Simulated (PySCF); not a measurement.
A calculated (PBE0, PySCF 2.14, x2c-TZVPPall with one added diffuse shell each of s, p, d, f type, the spin-free X2C one-electron Hamiltonian (Gaussian nucleus)) atom or ion has these occupied shells.

```json
{"shell": "1s β", "electrons": "1", "orbital energy (eV)": "-71585.2", "rms radius, mean of both spins (bohr)": "0.0204"}
{"shell": "1s α", "electrons": "1", "orbital energy (eV)": "-71585.2", "rms radius, mean of both spins (bohr)": "0.0204"}
{"shell": "2s α", "electrons": "1", "orbital energy (eV)": "-12455.6", "rms radius, mean of both spins (bohr)": "0.0824"}
{"shell": "2s β", "electrons": "1", "orbital energy (eV)": "-12455.2", "rms radius, mean of both spins (bohr)": "0.0824"}
{"shell": "2p α", "electrons": "3", "orbital energy (eV)": "-10909.6", "rms radius, mean of both spins (bohr)": "0.0750"}
{"shell": "2p β", "electrons": "3", "orbital energy (eV)": "-10909.3", "rms radius, mean of both spins (bohr)": "0.0750"}
{"shell": "3s α", "electrons": "1", "orbital energy (eV)": "-2908.0", "rms radius, mean of both spins (bohr)": "0.211"}
{"shell": "3s β", "electrons": "1", "orbital energy (eV)": "-2907.9", "rms radius, mean of both spins (bohr)": "0.211"}
{"shell": "3p α", "electrons": "3", "orbital energy (eV)": "-2447.9", "rms radius, mean of both spins (bohr)": "0.212"}
{"shell": "3p β", "electrons": "3", "orbital energy (eV)": "-2447.7", "rms radius, mean of both spins (bohr)": "0.212"}
{"shell": "3d α", "electrons": "5", "orbital energy (eV)": "-1907.2", "rms radius, mean of both spins (bohr)": "0.194"}
{"shell": "3d β", "electrons": "5", "orbital energy (eV)": "-1906.9", "rms radius, mean of both spins (bohr)": "0.194"}
{"shell": "4s α", "electrons": "1", "orbital energy (eV)": "-622.68", "rms radius, mean of both spins (bohr)": "0.468"}
{"shell": "4s β", "electrons": "1", "orbital energy (eV)": "-622.35", "rms radius, mean of both spins (bohr)": "0.468"}
{"shell": "4p α", "electrons": "3", "orbital energy (eV)": "-470.19", "rms radius, mean of both spins (bohr)": "0.499"}
{"shell": "4p β", "electrons": "3", "orbital energy (eV)": "-469.87", "rms radius, mean of both spins (bohr)": "0.499"}
{"shell": "4d α", "electrons": "5", "orbital energy (eV)": "-273.42", "rms radius, mean of both spins (bohr)": "0.538"}
{"shell": "4d β", "electrons": "5", "orbital energy (eV)": "-273.00", "rms radius, mean of both spins (bohr)": "0.538"}
{"shell": "5s α", "electrons": "1", "orbital energy (eV)": "-99.468", "rms radius, mean of both spins (bohr)": "1.10"}
{"shell": "5s β", "electrons": "1", "orbital energy (eV)": "-96.449", "rms radius, mean of both spins (bohr)": "1.10"}
{"shell": "5p α", "electrons": "3", "orbital energy (eV)": "-60.970", "rms radius, mean of both spins (bohr)": "1.28"}
{"shell": "5p β", "electrons": "3", "orbital energy (eV)": "-56.754", "rms radius, mean of both spins (bohr)": "1.28"}
{"shell": "4f α", "electrons": "7", "orbital energy (eV)": "-56.405", "rms radius, mean of both spins (bohr)": "0.646"}
{"shell": "4f β", "electrons": "7", "orbital energy (eV)": "-55.842", "rms radius, mean of both spins (bohr)": "0.646"}
{"shell": "5d α", "electrons": "5", "orbital energy (eV)": "-16.977", "rms radius, mean of both spins (bohr)": "1.96"}
{"shell": "6p α", "electrons": "1", "orbital energy (eV)": "-8.896", "rms radius, mean of both spins (bohr)": "3.93"}
```

(1) Name the element and its charge.

Answers

(1) Re+ (rhenium, charge +1), in [Xe] 4f14 5d5 6p1, high-spin 7P determinant (an excited configuration).
